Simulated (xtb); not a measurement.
ClCu (SMILES [Cl][Cu]), singlet, geometry from GFN2-xTB (such geometries of metal compounds can be far from the true shape).

Here is a job for xtb.
```
$ xtb mol.xyz --gfn 0 --chrg 0 --uhf 0 --json

# file mol.xyz
2

Cu    -0.00000000    -0.00000000    -0.75781346
Cl     0.00000000     0.00000000     1.29274060
```

### Question
What does this run give for the HOMO-LUMO gap, total energy, partial charges in atom order?

### Answer

```yaml
HOMO-LUMO gap: 3.81 eV
total_energy: -8.8684 Eh
partial_charges_in_atom_order: Cu1 0.30, Cl2 -0.30
```
